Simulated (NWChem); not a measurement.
The numbers come from NWChem runs, not from measurements. System: CBr₂ClF, charge 0, spin multiplicity 1, at a geometry optimised with B3LYP/def2-SVP. The structure started from a generated list of species. Level: MP2/def2-TZVP, 25 core orbitals frozen.

The NWChem input:

```
start mol
memory heap 200 mb stack 800 mb global 1000 mb
geometry units angstroms nocenter noautoz
  F     -0.550942     1.681408     0.000000
  C     -0.405126     0.358641     0.000000
  Cl    -2.011645    -0.400839     0.000000
  Br     0.594103    -0.149575    -1.611144
  Br     0.594103    -0.149575     1.611144
  symmetry group Cs
end
basis spherical
  * library def2-tzvp
end
scf
  rhf
  nopen 0
  maxiter 100
  thresh 1e-7
  semidirect memsize 60000000 filesize 0
end
mp2
  freeze core 25
end
task mp2 energy
```

NWChem printed:

```
             Northwest Computational Chemistry Package (NWChem) 7.3.0
             --------------------------------------------------------

                                NWChem Input Module
                                -------------------

 Scaling coordinates for geometry "geometry" by  1.889725989
 (inverse scale =  0.529177249)

 Turning off AUTOSYM since
 SYMMETRY directive was detected!

                             Geometry "geometry" -> ""
                             -------------------------

 Output coordinates in angstroms (scale by  1.889725989 to convert to a.u.)

  No.       Tag          Charge          X              Y              Z
 ---- ---------------- ---------- -------------- -------------- --------------
    1 F                    9.0000    -0.55094200     1.68140800     0.00000000
    2 C                    6.0000    -0.40512600     0.35864100     0.00000000
    3 Cl                  17.0000    -2.01164500    -0.40083900     0.00000000
    4 Br                  35.0000     0.59410300    -0.14957500    -1.61114400
    5 Br                  35.0000     0.59410300    -0.14957500     1.61114400

 Effective nuclear repulsion energy (a.u.)     726.6834831150

            Nuclear Dipole moment (a.u.)
            ----------------------------
        X                 Y               Z
 ---------------- ---------------- ----------------
     0.0000207870     0.0000094486     0.0000000000

      Symmetry information
      --------------------

 Group name             Cs
 Group number              2
 Group order               2
 No. of unique centers     4

      Symmetry unique atoms

     1    2    3    4


 Summary of "ao basis" -> "" (spherical)
 ------------------------------------------------------------------------------
       Tag                 Description            Shells   Functions and Types
 ---------------- ------------------------------  ------  ---------------------
 *                         def2-tzvp                  on all atoms

 Summary of "ao basis" -> "ao basis" (spherical)
 ------------------------------------------------------------------------------
[...]
  mp2_memr nvloc                   144
  nvloc new                   144
   3 passes of   9:        5242880                     142345                  77992165.
   3 passes of   9: M    114669866           G      130995950           F     109426986.

 Semi-direct pass number   1 of   3  for RHF alpha+beta  at       77.1s
  vrange nnbf                 17685
  mp2_eaftype                   297  avail_ma_in_mb                   999
 EAF : mp2_eaftype filesize         297   38996082.
  mp2_eaf for mointskh                    297
Node 0 wrote    183.4 Mb in      0.1 s     Agg I/O rate:  2177.2 Mb/s
 Done moints_semi at      116.8s
  mp2_eaftype                   297  avail_ma_in_mb                   702
 EAF : mp2_eaftype filesize         297   38996082.
  mp2_eaf for kh                   297
 Done maket at      117.7s
 Semi-direct pass number   2 of   3  for RHF alpha+beta  at      117.7s
  vrange nnbf                 17685
  mp2_eaftype                   297  avail_ma_in_mb                   702
 EAF : mp2_eaftype filesize         297   38996082.
  mp2_eaf for mointskh                    297
Node 0 wrote    183.4 Mb in      0.1 s     Agg I/O rate:  2214.1 Mb/s
 Done moints_semi at      152.5s
  mp2_eaftype                   297  avail_ma_in_mb                   702
 EAF : mp2_eaftype filesize         297   38996082.
  mp2_eaf for kh                   297
 Done maket at      153.6s
 Semi-direct pass number   3 of   3  for RHF alpha+beta  at      153.6s
  vrange nnbf                 17685
  mp2_eaftype                   297  avail_ma_in_mb                   702
 EAF : mp2_eaftype filesize         297   38996082.
  mp2_eaf for mointskh                    297
Node 0 wrote    163.0 Mb in      0.1 s     Agg I/O rate:  1779.0 Mb/s
 Done moints_semi at      191.0s
  mp2_eaftype                   297  avail_ma_in_mb                   702
 EAF : mp2_eaftype filesize         297   38996082.
  mp2_eaf for kh                   297
 Done maket at      192.0s
 Done multipass loop at      192.0s

          -------------------------------------------
          SCF energy               -5741.667692355028
          Correlation energy          -1.154067866409
          Singlet pairs               -0.657490103927
          Triplet pairs               -0.496577762482
          Total MP2 energy         -5742.821760221437
          -------------------------------------------

          ---------------------------------------------------
                    Spin Component Scaled (SCS) MP2
          Same spin pairs                     -0.331051841655
          Same spin scaling factor             0.333333333333
          Opposite spin pairs                 -0.823016024754
          Opposite spin scaling fact.          1.200000000000
          SCS-MP2 correlation energy          -1.097969843590
          Total SCS-MP2 energy             -5742.765662198618
          ---------------------------------------------------

 -----------------------
 Performance information
 -----------------------

 Timer overhead =  1.94D-07 seconds/call

               Nr. of calls         CPU time (s)                 Wall time (s)                GFlops
             ---------------    -------------------     ------------------------------   -------------------
Name         Min   Avg   Max    Min     Avg     Max     Min     Avg     Max   Mx/calls   Min     Max     Sum
mp2: moin     3     3     3   1.12E+2 1.12E+2 1.12E+2  1.12E+2 1.12E+2 1.12E+2  37.      0.0     0.0     0.0
mp2: make     3     3     3    3.0     3.0     3.0      3.0     3.0     3.0    0.98      0.0     0.0     0.0
mp2: tota     1     1     1   1.15E+2 1.15E+2 1.15E+2  1.15E+2 1.15E+2 1.15E+2 1.15E+2   0.0     0.0     0.0

 The average no. of pstat calls per process was 7.00D+00
 with a timing overhead of 1.36D-06s

 Task  times  cpu:      192.0s     wall:      192.0s

 Total times  cpu:      192.0s     wall:      192.0s
```
